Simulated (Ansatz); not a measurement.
`FBBr` + H₂O → `OBF` + HBr  (formal hydrolysis of a B–Br bond)

Computed with Ansatz on PBE0-D4/def2-TZVP structures; ΔE is electronic, products minus reactants. CCSD(T)/CBS adds triple-zeta CCSD(T) − MP2 to the extrapolated MP2 energy (def2 sets, frozen cores). This one scheme is used for every species. Functionals use def2-TZVPP. For Br outer-core shells are correlated without core-valence functions, which leaves a few kJ/mol of doubt a bond. Scalar relativity is left out up to krypton. One conformer a species, not always the lowest.

`FBBr`:

Z-matrix (Å, degrees):
```
B
F 1 1.309
Br 1 1.905 2 119.0
H 1 1.190 2 120.7 3 -180.0
```

H₂O:

```xyz
3

O     0.284   -0.063    0.259
H     0.369    0.302   -0.625
H    -0.653   -0.240    0.366
```

`OBF`:

```xyz
5

O    -0.123    0.264   -0.961
B     0.283    0.029    0.299
F    -0.511   -0.617    1.151
H    -1.005   -0.076   -1.149
H     1.357    0.399    0.660
```

HBr:

```xyz
2

Br   -0.450   -0.245   -0.492
H     0.450    0.245    0.492
```

```json
{"level": "CAM-B3LYP-D4", "ΔE (eV)": "-0.80"}
{"level": "PBE0", "ΔE (eV)": "-0.69"}
```

(1) What does CCSD(T)/CBS give? (Best estimate.)

Largest T1 diagnostic among the species: 0.013.

Results:

(1) Computed: -0.65 eV. The listed levels differ from it by -0.15, -0.04 eV.

At CCSD(T), def2-SVP lies −0.30 eV from the extrapolated value and def2-TZVPP −0.05 eV. From BLYP to BHLYP (50 % exact exchange), in def2-TZVPP and without D4, ΔE moves by −0.04 eV. In def2-TZVPP, CCSD(T) changes the Hartree–Fock value by +0.11 eV (the triples alone add +0.02 eV) and MP2 by +0.16 eV.
